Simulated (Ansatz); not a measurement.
Relaxation of SnHMe2(OAc) (C₄H₁₀O₂Sn) with RKS PBE-D4/def2-SVP.

```sh
$ ansatz run in.yaml --threads 2 --pin off --events-out ev --progress --plain --max-ram 32768MiB --backend cpu
```

```yaml
crystal:
  periodic: [false, false, false]
  atoms:
    - {symbol: Sn, position_ang: [0.804540, 0.795020, 0.602840]}
    - {symbol: H, position_ang: [0.803530, 0.639220, 2.306420]}
    - {symbol: C, position_ang: [2.755520, 0.484510, -0.321090]}
    - {symbol: H, position_ang: [2.624600, 0.475400, -1.398680]}
    - {symbol: H, position_ang: [3.168990, -0.467720, -0.008160]}
    - {symbol: H, position_ang: [3.438930, 1.280610, -0.050070]}
    - {symbol: C, position_ang: [-0.459020, 2.341770, -0.279150]}
    - {symbol: H, position_ang: [-1.438090, 2.310040, 0.184850]}
    - {symbol: H, position_ang: [-0.549460, 2.123560, -1.339840]}
    - {symbol: H, position_ang: [-0.010780, 3.318890, -0.141650]}
    - {symbol: O, position_ang: [-0.012350, -1.057040, -0.068010]}
    - {symbol: C, position_ang: [-1.229730, -1.190260, 0.342150]}
    - {symbol: C, position_ang: [-1.911700, -2.450300, -0.122160]}
    - {symbol: O, position_ang: [-1.777730, -0.355200, 1.033280]}
    - {symbol: H, position_ang: [-2.845270, -2.586540, 0.414230]}
    - {symbol: H, position_ang: [-1.251560, -3.298930, 0.033430]}
    - {symbol: H, position_ang: [-2.110410, -2.363030, -1.188390]}
basis:
  gaussian: {orbitals: def2-SVP}
hamiltonian: {xc: pbe, dispersion: d4}
scf: {lower_state_search: "off"}
output: {orbitals: {seedname: orbitals}}
relax: {f_tol: 0.02, max_steps: 100}
```

It took 44 s on 2 threads of AMD EPYC 7R13 on a shared host.

Positions (Å) and forces (eV/Å) at steps 1, 2, 3, 4, 5, 6, 7, 10, 12, 13, 14, 16 of 16:

```xyz
17
step=1 energy=-14221.2533 eV
Sn    0.805    0.795    0.603   -0.461   -0.340   -0.351
H     0.804    0.639    2.306    0.101    0.100    0.242
C     2.756    0.485   -0.321   -0.804    0.233    0.283
H     2.625    0.475   -1.399   -0.096    0.008   -0.724
H     3.169   -0.468   -0.008    0.200   -0.679    0.295
H     3.439    1.281   -0.050    0.496    0.605    0.212
C    -0.459    2.342   -0.279    0.627   -0.597    0.318
H    -1.438    2.310    0.185   -0.602   -0.143    0.379
H    -0.549    2.124   -1.340   -0.037   -0.121   -0.677
H    -0.011    3.319   -0.142    0.353    0.723    0.058
O    -0.012   -1.057   -0.068    1.775    0.085   -0.737
C    -1.230   -1.190    0.342   -0.398   -0.727   -0.229
C    -1.912   -2.450   -0.122    0.145    0.306    0.221
O    -1.778   -0.355    1.033   -0.989    1.269    1.092
H    -2.845   -2.587    0.414   -0.568   -0.090    0.293
H    -1.252   -3.299    0.033    0.381   -0.598    0.017
H    -2.110   -2.363   -1.188   -0.124   -0.036   -0.690
17
step=2 energy=-14221.3785 eV
Sn    0.757    0.740    0.602    0.175    0.310    0.073
H     0.873    0.718    2.344   -0.062   -0.057   -0.202
C     2.700    0.533   -0.321   -0.166   -0.161    0.147
H     2.597    0.502   -1.418   -0.032   -0.014   -0.147
H     3.097   -0.429    0.038    0.237   -0.143   -0.043
H     3.382    1.348   -0.035    0.093    0.148    0.085
C    -0.387    2.336   -0.285   -0.152   -0.259    0.211
H    -1.354    2.276    0.239   -0.232    0.177   -0.084
H    -0.523    2.127   -1.358   -0.028   -0.031   -0.127
H     0.072    3.328   -0.151    0.146    0.117    0.065
O     0.001   -1.096   -0.122    0.466    0.000   -0.090
C    -1.228   -1.209    0.320   -0.378   -0.328   -0.132
C    -1.930   -2.476   -0.122    0.034    0.162    0.130
O    -1.771   -0.345    1.012   -0.012    0.281    0.232
H    -2.873   -2.597    0.427   -0.154   -0.029    0.068
H    -1.274   -3.347    0.034    0.099   -0.157    0.004
H    -2.139   -2.410   -1.203   -0.034   -0.015   -0.187
17
step=3 energy=-14221.4127 eV
Sn    0.755    0.740    0.590   -0.002    0.027    0.212
H     0.853    0.697    2.324   -0.018   -0.017   -0.085
C     2.709    0.517   -0.314    0.009   -0.005   -0.014
H     2.591    0.521   -1.415    0.053   -0.004    0.013
H     3.167   -0.443    0.002   -0.058    0.101   -0.018
H     3.363    1.358   -0.009    0.028   -0.024   -0.023
C    -0.414    2.331   -0.277   -0.098   -0.015   -0.004
H    -1.425    2.334    0.183    0.201   -0.003   -0.062
H    -0.498    2.133   -1.364   -0.019    0.060    0.031
H     0.097    3.301   -0.116   -0.049   -0.009   -0.026
O     0.018   -1.110   -0.121    0.040    0.028   -0.047
C    -1.220   -1.209    0.321   -0.191   -0.212    0.117
C    -1.934   -2.474   -0.115   -0.015    0.091    0.024
O    -1.747   -0.344    1.032    0.129    0.006   -0.091
H    -2.880   -2.589    0.443   -0.007   -0.002   -0.009
H    -1.282   -3.355    0.036    0.001    0.001   -0.005
H    -2.152   -2.409   -1.200   -0.006   -0.022   -0.013
17
step=4 energy=-14221.4175 eV
Sn    0.756    0.739    0.590   -0.028   -0.003    0.034
H     0.842    0.682    2.318   -0.001   -0.004   -0.018
C     2.713    0.528   -0.316   -0.011   -0.004    0.008
H     2.609    0.526   -1.418    0.014    0.000    0.010
H     3.166   -0.429    0.009   -0.006    0.038   -0.011
H     3.369    1.367   -0.011    0.012   -0.007   -0.005
C    -0.410    2.333   -0.283   -0.041   -0.026    0.012
H    -1.411    2.335    0.189    0.072    0.012   -0.027
H    -0.511    2.142   -1.369    0.003    0.016    0.019
H     0.100    3.304   -0.126   -0.019    0.003   -0.010
O     0.017   -1.117   -0.121    0.066    0.009    0.032
C    -1.216   -1.224    0.335   -0.178   -0.048   -0.136
C    -1.941   -2.477   -0.112    0.021    0.034    0.077
O    -1.742   -0.350    1.036    0.102    0.000    0.026
H    -2.891   -2.588    0.439   -0.003   -0.005   -0.003
H    -1.297   -3.365    0.036   -0.009   -0.013   -0.008
H    -2.153   -2.405   -1.198    0.007   -0.002    0.000
17
step=5 energy=-14221.4191 eV
Sn    0.755    0.734    0.590   -0.020   -0.006   -0.026
H     0.839    0.672    2.315    0.005    0.000    0.011
C     2.715    0.537   -0.314   -0.011   -0.003    0.010
H     2.618    0.531   -1.417   -0.004    0.002    0.009
H     3.170   -0.417    0.015    0.019    0.003   -0.006
H     3.369    1.378   -0.010   -0.003   -0.002    0.003
C    -0.406    2.331   -0.285   -0.010   -0.021    0.008
H    -1.401    2.336    0.195   -0.005    0.019   -0.005
H    -0.517    2.142   -1.370    0.009   -0.004    0.011
H     0.104    3.302   -0.134    0.000   -0.001    0.000
O     0.018   -1.126   -0.123    0.004    0.045   -0.009
C    -1.219   -1.224    0.327   -0.033   -0.114   -0.003
C    -1.948   -2.479   -0.111    0.004    0.042    0.017
O    -1.734   -0.353    1.038    0.047    0.044   -0.016
H    -2.896   -2.585    0.444    0.003    0.002   -0.005
H    -1.305   -3.368    0.037   -0.007    0.004   -0.002
H    -2.163   -2.411   -1.197    0.002   -0.010    0.005
17
step=6 energy=-14221.4199 eV
Sn    0.757    0.729    0.592   -0.040    0.000   -0.048
H     0.839    0.660    2.317    0.004   -0.004    0.011
C     2.717    0.541   -0.314   -0.008   -0.004    0.010
H     2.618    0.535   -1.417   -0.005    0.001    0.005
H     3.179   -0.410    0.012    0.016   -0.002   -0.003
H     3.366    1.385   -0.010    0.001    0.005    0.005
C    -0.407    2.325   -0.279   -0.003   -0.010    0.011
H    -1.401    2.331    0.204   -0.001    0.013   -0.006
H    -0.523    2.134   -1.364    0.008   -0.006    0.007
H     0.102    3.297   -0.133    0.005    0.006   -0.001
O     0.023   -1.133   -0.130    0.014    0.035    0.007
C    -1.216   -1.221    0.315   -0.022   -0.072   -0.007
C    -1.950   -2.476   -0.109   -0.007    0.033    0.011
O    -1.729   -0.337    1.013    0.040    0.013    0.002
H    -2.902   -2.567    0.442   -0.007   -0.001   -0.002
H    -1.316   -3.368    0.058    0.003   -0.002    0.001
H    -2.158   -2.425   -1.197    0.001   -0.006   -0.003
17
step=7 energy=-14221.4205 eV
Sn    0.747    0.724    0.589    0.053    0.042   -0.011
H     0.845    0.651    2.313   -0.011   -0.002    0.021
C     2.712    0.541   -0.311   -0.006    0.001   -0.006
H     2.617    0.538   -1.414   -0.002    0.002    0.004
H     3.177   -0.409    0.014    0.007   -0.003    0.002
H     3.358    1.386   -0.004   -0.001    0.008    0.005
C    -0.409    2.325   -0.280   -0.013    0.002   -0.003
H    -1.404    2.333    0.199   -0.005    0.013   -0.006
H    -0.520    2.135   -1.365    0.001   -0.001    0.005
H     0.102    3.296   -0.131    0.008   -0.001    0.000
O     0.029   -1.138   -0.138   -0.041   -0.007    0.004
C    -1.208   -1.223    0.312    0.000   -0.073   -0.036
C    -1.950   -2.474   -0.107   -0.005    0.015    0.008
O    -1.714   -0.335    1.011    0.023    0.012    0.013
H    -2.902   -2.559    0.446   -0.010   -0.001    0.001
H    -1.320   -3.367    0.061    0.001   -0.007    0.003
H    -2.160   -2.426   -1.195    0.001   -0.001   -0.001
17
step=10 energy=-14221.4223 eV
Sn    0.742    0.711    0.585   -0.004   -0.001   -0.005
H     0.838    0.613    2.310    0.000   -0.001   -0.006
C     2.707    0.558   -0.318    0.002   -0.001    0.004
H     2.612    0.558   -1.420   -0.001   -0.002    0.000
H     3.195   -0.383    0.004   -0.002    0.004   -0.001
H     3.334    1.416   -0.007   -0.001   -0.003   -0.001
C    -0.400    2.333   -0.266   -0.010    0.006    0.001
H    -1.379    2.391    0.242    0.016   -0.001   -0.006
H    -0.554    2.128   -1.344    0.001    0.003    0.013
H     0.152    3.287   -0.155   -0.006   -0.012   -0.004
O     0.018   -1.144   -0.179    0.000    0.004    0.009
C    -1.207   -1.236    0.297    0.020    0.007   -0.014
C    -1.961   -2.484   -0.107   -0.008   -0.036   -0.019
O    -1.692   -0.353    1.018   -0.007    0.000    0.005
H    -2.953   -2.506    0.377    0.024   -0.008   -0.014
H    -1.375   -3.383    0.172   -0.029    0.034   -0.005
H    -2.078   -2.508   -1.210    0.005    0.006    0.043
17
step=12 energy=-14221.4195 eV rejected
Sn    0.744    0.713    0.589   -0.005   -0.009   -0.014
H     0.843    0.616    2.311   -0.003   -0.005    0.021
C     2.709    0.557   -0.314    0.002    0.006   -0.012
H     2.611    0.531   -1.416    0.004    0.001    0.008
H     3.202   -0.373    0.027    0.001   -0.003   -0.001
H     3.332    1.425   -0.024   -0.003    0.000   -0.002
C    -0.411    2.331   -0.251   -0.067    0.098   -0.093
H    -1.339    2.455    0.345    0.143   -0.001   -0.109
H    -0.676    2.067   -1.300    0.040    0.056    0.196
H     0.189    3.267   -0.251   -0.114   -0.135   -0.004
O     0.034   -1.151   -0.166    0.028   -0.037    0.058
C    -1.197   -1.238    0.295   -0.124    0.115   -0.160
C    -1.955   -2.479   -0.122    0.040    0.011    0.074
O    -1.697   -0.340    0.989    0.049   -0.058    0.058
H    -2.964   -2.485    0.321   -0.021    0.014    0.016
H    -1.396   -3.380    0.194    0.021   -0.054    0.000
H    -2.027   -2.516   -1.226    0.008    0.001   -0.037
17
step=13 energy=-14221.4227 eV
Sn    0.742    0.711    0.588    0.006    0.005   -0.007
H     0.839    0.611    2.312    0.002    0.001   -0.003
C     2.706    0.559   -0.318    0.005   -0.005    0.008
H     2.610    0.546   -1.420   -0.006    0.000    0.003
H     3.196   -0.376    0.014    0.006    0.000   -0.003
H     3.331    1.422   -0.016    0.000   -0.001    0.000
C    -0.402    2.333   -0.259   -0.013    0.005   -0.001
H    -1.358    2.422    0.288    0.004    0.007   -0.009
H    -0.606    2.102   -1.323    0.001   -0.001    0.012
H     0.170    3.280   -0.199   -0.003   -0.015    0.003
O     0.025   -1.147   -0.174   -0.005    0.005   -0.011
C    -1.204   -1.236    0.292    0.001   -0.009    0.027
C    -1.958   -2.482   -0.114   -0.001    0.001   -0.008
O    -1.692   -0.351    1.010    0.000    0.004   -0.011
H    -2.961   -2.493    0.347    0.006    0.002   -0.003
H    -1.387   -3.382    0.189   -0.002    0.007   -0.002
H    -2.049   -2.518   -1.218    0.000   -0.005    0.006
17
step=14 energy=-14221.4227 eV rejected
Sn    0.743    0.710    0.591   -0.002   -0.001    0.007
H     0.842    0.606    2.314   -0.002   -0.001    0.001
C     2.706    0.559   -0.316    0.001    0.004   -0.005
H     2.605    0.538   -1.418    0.004    0.001    0.001
H     3.204   -0.371    0.019   -0.005    0.002    0.001
H     3.328    1.428   -0.024   -0.001   -0.001   -0.001
C    -0.407    2.332   -0.250   -0.015    0.042   -0.033
H    -1.341    2.457    0.330    0.053   -0.007   -0.030
H    -0.658    2.074   -1.299    0.011    0.018    0.060
H     0.188    3.268   -0.239   -0.041   -0.050   -0.003
O     0.029   -1.148   -0.175    0.007   -0.007    0.003
C    -1.201   -1.235    0.287   -0.035    0.017   -0.005
C    -1.956   -2.481   -0.121    0.001   -0.006    0.001
O    -1.692   -0.347    0.999    0.013   -0.015    0.003
H    -2.971   -2.477    0.315    0.018    0.002   -0.008
H    -1.401   -3.381    0.213   -0.008    0.012   -0.009
H    -2.017   -2.533   -1.227    0.000   -0.007    0.016
17
step=16 energy=-14221.4229 eV
Sn    0.743    0.710    0.590   -0.001   -0.004    0.003
H     0.841    0.607    2.313   -0.001   -0.001    0.002
C     2.707    0.559   -0.316   -0.001    0.001   -0.003
H     2.607    0.542   -1.418    0.003    0.001    0.000
H     3.203   -0.372    0.018   -0.002    0.000    0.001
H     3.329    1.427   -0.021    0.000    0.000    0.000
C    -0.406    2.332   -0.253   -0.003    0.010   -0.010
H    -1.343    2.450    0.322    0.015   -0.001   -0.009
H    -0.649    2.079   -1.303    0.002    0.005    0.018
H     0.185    3.269   -0.233   -0.011   -0.011   -0.002
O     0.027   -1.147   -0.176    0.006    0.000   -0.002
C    -1.203   -1.235    0.287   -0.013    0.005    0.005
C    -1.957   -2.481   -0.119    0.003    0.003   -0.002
O    -1.692   -0.348    1.003    0.004   -0.005    0.000
H    -2.968   -2.481    0.322    0.002    0.000   -0.001
H    -1.398   -3.380    0.208   -0.001    0.001   -0.002
H    -2.025   -2.530   -1.225    0.000   -0.004    0.003
```

In the def2 sets Sn takes a core potential; there is no spin–orbit coupling.
